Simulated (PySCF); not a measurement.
Electron correlation in Ar²⁺ (argon, charge +2)

[Ne] 3s2 3p4, high-spin 3P determinant. All numbers are calculated (PySCF 2.14, the non-relativistic Hamiltonian (point nucleus), in cc-pV(T+d)Z). Frozen: [Ne]; 6 electrons correlated.

MP2 pair energies summed by pair of shells (mhartree):

| pair | energy | share (%) |
| --- | --- | --- |
| 3p-3p | -61.70 | 47.2 |
| 3s-3p | -59.28 | 45.4 |
| 3s-3s | -9.63 | 7.4 |

Total MP2 correlation energy: -130.62 mhartree.

Same-spin part -29.99 and opposite-spin part -100.63 mhartree; SCS-MP2 scales them by 1/3 and 6/5 to -130.75 mhartree.

```tsv
level	correlation energy (mhartree)
CCSD	-157.10
(T)	-4.14
CCSD(T)	-161.24
```

Diagnostics: T1 = 0.0080, D1 = 0.0259, largest double amplitude 0.057.

Cost of the coupled-cluster step: 0.47 s of wall time on 1 thread of AMD EPYC 7B13 (shared host), for 6 correlated electrons.
